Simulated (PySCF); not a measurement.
`CS[C@H]1C[C@@]1(S)C#N`, C5H7NS2

Geometry:
```json
{"atom": "C1", "x (Å)": "2.149", "y (Å)": "0.135", "z (Å)": "0.854"}
{"atom": "S2", "x (Å)": "1.087", "y (Å)": "-1.333", "z (Å)": "0.724"}
{"atom": "C3", "x (Å)": "0.020", "y (Å)": "-0.781", "z (Å)": "-0.608"}
{"atom": "C4", "x (Å)": "-1.402", "y (Å)": "-1.226", "z (Å)": "-0.613"}
{"atom": "C5", "x (Å)": "-1.087", "y (Å)": "0.217", "z (Å)": "-0.316"}
{"atom": "S6", "x (Å)": "-1.495", "y (Å)": "1.425", "z (Å)": "-1.614"}
{"atom": "C7", "x (Å)": "-1.265", "y (Å)": "0.738", "z (Å)": "0.990"}
{"atom": "N8", "x (Å)": "-1.388", "y (Å)": "1.217", "z (Å)": "2.023"}
{"atom": "H9", "x (Å)": "1.548", "y (Å)": "0.988", "z (Å)": "1.156"}
{"atom": "H10", "x (Å)": "2.886", "y (Å)": "-0.085", "z (Å)": "1.618"}
{"atom": "H11", "x (Å)": "2.639", "y (Å)": "0.315", "z (Å)": "-0.099"}
{"atom": "H12", "x (Å)": "0.532", "y (Å)": "-0.668", "z (Å)": "-1.556"}
{"atom": "H13", "x (Å)": "-1.745", "y (Å)": "-1.835", "z (Å)": "0.211"}
{"atom": "H14", "x (Å)": "-1.872", "y (Å)": "-1.447", "z (Å)": "-1.561"}
{"atom": "H15", "x (Å)": "-0.613", "y (Å)": "2.348", "z (Å)": "-1.230"}
```

Method used: PySCF, TDDFT B3LYP/def2-SVPD circular dichroism and optical rotation, one conformer, gas phase. Geometry: GFN2-xTB.

The molecule is flexible and this is one conformer; a measurement averages over conformers. States above about 6.7 eV (minus the energy of the highest occupied orbital) lie near or above the ionisation threshold and depend on the basis.

Stereocentres: C3 S, C5 R.

Q: Give the optical rotatory dispersion at 633, 589.3, 546, 436, 405, 365, 355 nm.

A: [α] in deg dm⁻¹ (g/mL)⁻¹:
```tsv
λ (nm)	origin-invariant length gauge	modified velocity gauge	length gauge (centre of mass)	isotropic polarisability (au)
633	-111.2	-90.3	-115.3	105.6
589.3	-125.0	-100.3	-129.8	106.0
546	-140.1	-110.5	-145.8	106.6
436	-167.4	-114.2	-177.6	109.2
405	-152.9	-86.8	-165.4	110.4
365	-63.3	+29.5	-80.7	112.6
355	-12.1	+90.4	-31.2	113.3
```

Where the gauges differ in sign the basis doesn't settle the rotation.

Q: And for the mirror image at 589.3 nm?

A: +125.0 deg dm⁻¹ (g/mL)⁻¹ (origin-invariant length gauge): the same size and the opposite sign.

Q: What is the molar rotation [Φ] = [α]·M/100 of the geometry above at 589.3 nm?

A: With M = 145.24 g/mol, -181.6 deg cm² dmol⁻¹ (origin-invariant length gauge).

The first excitation lies at 4.91 eV (252 nm) with R = +30.1 × 10⁻⁴⁰ esu² cm² (velocity form).
